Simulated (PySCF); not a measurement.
Compound: C6H10O2 (charge +1 and doublet state).
Numbering: `[CH3:1][O:2][C:3](=[O+:4])[CH:5]1[CH2:6][CH2:7][CH2:8]1` (hydrogens: H9, H10, H11 on C1; H12 on C5; H13, H14 on C6; H15, H16 on C7; H17, H18 on C8)

Structure used (GFN2-xTB), in Å, numbered top down from 1:
```
atom  x, y, z in Å
C1     3.096    0.057   -0.693
O2     1.888   -0.131    0.067
C3     0.749    0.055   -0.499
O4     0.481    0.346   -1.632
C5    -0.419   -0.172    0.523
C6    -1.420   -1.115   -0.140
C7    -2.112    0.107   -0.713
C8    -1.427    0.958    0.339
H9     3.485    1.055   -0.489
H10    2.912   -0.063   -1.760
H11    3.797   -0.693   -0.331
H12    0.025   -0.396    1.492
H13   -2.021   -1.625    0.619
H14   -1.060   -1.883   -0.825
H15   -3.196    0.130   -0.827
H16   -1.683    0.340   -1.707
H17   -1.071    1.950    0.056
H18   -2.031    1.086    1.242
```

The hyperfine couplings belong to this conformer and change with its torsions.

Theory: UKS B3LYP, pcH-1 on C H O, non-relativistic, mean-field spin-orbit, GIAO in PySCF. Isolated species at its GFN2-xTB geometry (one conformer only). Couplings are sensitive to structure, and on GFN2-xTB geometries they can be far from those on DFT ones, by a factor of two or more for some ions and for spin on atoms past the first row. No stability test was run, so a lower SCF solution isn't excluded.

Principal values of hyperfine tensors in MHz (contact and dipolar terms together), for some of the nuclei:

| atom | isotope | A1 | A2 | A3 |
| --- | --- | --- | --- | --- |
| H16 | 1H | 169.42 | 178.23 | 195.86 |
| H13 | 1H | 118.90 | 119.50 | 130.71 |
| H18 | 1H | 112.12 | 112.71 | 123.60 |
| H15 | 1H | 103.39 | 104.09 | 121.24 |
| H12 | 1H | 48.59 | 53.27 | 69.02 |
| H17 | 1H | 47.46 | 49.34 | 57.86 |
| O4 | 17O | -194.19 | 37.99 | 47.24 |
| O2 | 17O | -50.05 | -23.73 | -20.42 |

Problem. Give the isotropic coupling of each nucleus in MHz and in mT (g = 2.0053), and the anisotropic part.

Solution. a_iso = (A1 + A2 + A3)/3, Ti = Ai − a_iso; 1 mT corresponds to 28.067 MHz.

| atom | a_iso (MHz) | a_iso (mT) | T1 | T2 | T3 |
| --- | --- | --- | --- | --- | --- |
| H16 | 181.17 | 6.455 | -11.75 | -2.94 | 14.69 |
| H13 | 123.04 | 4.384 | -4.13 | -3.54 | 7.67 |
| H18 | 116.14 | 4.138 | -4.02 | -3.44 | 7.45 |
| H15 | 109.57 | 3.904 | -6.19 | -5.48 | 11.67 |
| H12 | 56.96 | 2.029 | -8.37 | -3.69 | 12.06 |
| H17 | 51.55 | 1.837 | -4.10 | -2.21 | 6.31 |
| O4 | -36.32 | -1.294 | -157.87 | 74.31 | 83.56 |
| O2 | -31.40 | -1.119 | -18.65 | 7.67 | 10.98 |

Problem. What spin density at the nucleus of H16 lies behind its contact coupling (g_N = 5.58569)?

Solution. a_FC = 800.24 MHz bohr³ × g_N × ρ(0)/(2S). With a_FC = 181.17 MHz and 2S = 1, ρ(0) = 0.04053 bohr⁻³. In magnitude that is 12.7 % of the 1/π = 0.318 of a free hydrogen atom.

Problem. H14 (1H, g_N = 5.58569) isn't in the table. Its spin density at the nucleus is 0.01071 bohr⁻³. What is its contact coupling?

Solution. By the same relation, a_FC = 47.9 MHz. Its full tensor has the principal values 43.73, 45.60, 54.33 MHz.

Problem. Name the largest traceless tensor T of the table and describe it.

Solution. O4: -157.9, 74.3, 83.6 MHz, nearly axial, close to the ratio +1:+1:−2, the form that spin in one p orbital centred on that nucleus gives (the nuclear moment is negative).

Problem. What first-order splitting does H13 cause when the field lies along A1, A2 or A3 of its tensor (g taken as isotropic, no quadrupole term)?

Solution. 2 lines (I = 1/2), spaced by |A_i|/(g × 13.996): 4.24, 4.26, 4.66 mT along the axes of A1, A2 and A3.
